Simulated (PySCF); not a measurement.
Isomers of C4H7BrO, mass 149.968 u with the commonest isotopes. The calculation used PySCF, PBE0-D3(BJ)/def2-SVP geometry optimisation, gas phase. One conformer each, none proved a minimum here; rigid rotors.

**Question.** Order these by rotational constant C, smallest first.
A. `[CH3:1][C:2](=[O:3])[CH2:4][CH2:5][Br:6]` with C1–C2–C4–C5 180°, C2–C4–C5–Br6 180°
B. `[CH3:1][O:2][C@@H:3]1[CH2:4][C@H:5]1[Br:6]` with C1–O2–C3–C4 155°
C. `[CH3:1][O:2][C@@H:3]1[CH2:4][C@@H:5]1[Br:6]` with C1–O2–C3–C4 157°

**Answer.** A (713.3 MHz), B (953.0 MHz), C (1234 MHz).

**Question.** Order these by rotational constant A, smallest first.
A. `[CH3:1][O:2][C@@H:3]1[CH2:4][C@@H:5]1[Br:6]` with C1–O2–C3–C4 157°
B. `[CH3:1][O:2][C@@H:3]1[CH2:4][C@H:5]1[Br:6]` with C1–O2–C3–C4 155°
C. `[CH3:1][C:2](=[O:3])[CH2:4][CH2:5][Br:6]` with C1–C2–C4–C5 180°, C2–C4–C5–Br6 180°

**Answer.** A (3704 MHz), B (5412 MHz), C (8423 MHz).

**Question.** Order these by dipole moment, smallest first.
A. `[CH3:1][O:2][C@@H:3]1[CH2:4][C@H:5]1[Br:6]` with C1–O2–C3–C4 155°
B. `[CH3:1][C:2](=[O:3])[CH2:4][CH2:5][Br:6]` with C1–C2–C4–C5 180°, C2–C4–C5–Br6 180°
C. `[CH3:1][O:2][C@@H:3]1[CH2:4][C@@H:5]1[Br:6]` with C1–O2–C3–C4 157°

**Answer.** A (1.15 D), C (1.96 D), B (2.63 D).

| SMILES | point group | Ia (u·Å²) | Ib (u·Å²) | Ic (u·Å²) | κ | μa (D) | μb (D) | μc (D) |
| --- | --- | --- | --- | --- | --- | --- | --- | --- |
| CO[C@@H]1C[C@H]1Br | C1 | 93.39 | 462.89 | 530.30 | -0.94 | 1.08 | 0.39 | 0.04 |
| CO[C@@H]1C[C@@H]1Br | C1 | 136.46 | 311.66 | 409.53 | -0.69 | 1.19 | 0.60 | 1.43 |
| CC(=O)CCBr | Cs | 60.00 | 657.97 | 708.53 | -0.99 | 1.48 | 2.17 | 0.01 |
